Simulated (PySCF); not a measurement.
# Electric field gradients and quadrupole coupling constants

C7H11ClO.
Cartesian coordinates in Å at the GFN2-xTB level; atoms count from 1:
```xyz
20
C7H11ClO angstrom
C     -1.5077   -0.5077   -1.1375
C     -0.6978    0.0765    0.0297
C     -1.2282    1.4780    0.3672
C     -0.8269   -0.8314    1.2518
C      0.7162    0.2289   -0.4348
C      1.8117   -0.3257    0.0921
C      3.1086   -0.0577   -0.5016
O      3.3772    0.6202   -1.4415
Cl     4.4136   -0.9034    0.3662
H     -2.5541   -0.5965   -0.8562
H     -1.4392    0.1304   -2.0150
H     -1.1355   -1.4950   -1.4004
H     -1.1570    2.1374   -0.4944
H     -2.2704    1.4175    0.6709
H     -0.6551    1.9136    1.1823
H     -0.2652   -0.4297    2.0914
H     -1.8710   -0.9073    1.5463
H     -0.4631   -1.8314    1.0292
H      0.8466    0.8683   -1.3003
H      1.7923   -0.9744    0.9516
```

Field gradients from the PBE0/pcSseg-1 density (PySCF, non-relativistic), principal values in atomic units, ordered |Vxx| ≤ |Vyy| ≤ |Vzz|:

| atom | Vxx | Vyy | Vzz |
| --- | --- | --- | --- |
| O8 | 0.5044 | 1.0028 | -1.5072 |
| Cl9 | -1.0991 | -2.0836 | 3.1827 |

**Question.** Find the asymmetry η = (Vxx − Vyy)/Vzz and the couplings χ = eQV/h (234.96 MHz × Q in barn × V in au), with Q(17O) = −0.0256 b, Q(35Cl) = −0.0817 b.

**Answer.** 
```json
{"atom": "O8", "environment": "carbonyl oxygen", "nucleus": "17O", "η": "0.33", "χzz (MHz)": "9.07", "χxx (MHz)": "-3.03", "χyy (MHz)": "-6.03"}
{"atom": "Cl9", "environment": "chlorine bonded to C", "nucleus": "35Cl", "η": "0.31", "χzz (MHz)": "-61.10", "χxx (MHz)": "21.10", "χyy (MHz)": "40.00"}
```

**Question.** What is Vzz at Cl9 in SI units (1 au = 9.71736 × 10²¹ V/m²)?

**Answer.** 3.1827 au = 30.927 × 10²¹ V/m².

**Question.** And the gradient at the other heavy atoms, for which no coupling is worked out here?

**Answer.** 
```csv
atom,environment,Vzz (au),η
C1,methyl carbon,0.086,0.10
C2,allylic carbon,-0.040,0.83
C3,methyl carbon,0.086,0.10
C4,methyl carbon,0.060,0.02
C5,alkene CH carbon,0.512,0.20
C6,alkene CH carbon,-0.213,0.81
C7,acyl halide carbon,-0.468,0.51
```

**Question.** What couplings would deuterons (Q(2H) = 0.00286 b) have in place of the hydrogens, at this geometry?

**Answer.** 
| atom | bonded to | bond length (Å) | Vzz (au) | η | χzz (kHz) |
| --- | --- | --- | --- | --- | --- |
| H10 | C1 | 1.087 | 0.3155 | 0.02 | 212 |
| H11 | C1 | 1.087 | 0.3146 | 0.03 | 211 |
| H12 | C1 | 1.087 | 0.3135 | 0.02 | 211 |
| H13 | C3 | 1.087 | 0.3144 | 0.03 | 211 |
| H14 | C3 | 1.087 | 0.3154 | 0.02 | 212 |
| H15 | C3 | 1.087 | 0.3134 | 0.02 | 211 |
| H16 | C4 | 1.087 | 0.3145 | 0.01 | 211 |
| H17 | C4 | 1.087 | 0.3151 | 0.02 | 212 |
| H18 | C4 | 1.087 | 0.3145 | 0.01 | 211 |
| H19 | C5 | 1.084 | 0.3105 | 0.02 | 209 |
| H20 | C6 | 1.077 | 0.3274 | 0.09 | 220 |

One conformer (not necessarily the lowest) at the GFN2-xTB geometry, without solvent, vibrations or thermal averaging. GFN2-xTB bond lengths can be off by several hundredths of an ångström, more for odd bonds, and the gradients follow them. With a basis this small, the couplings can be 20 % off.
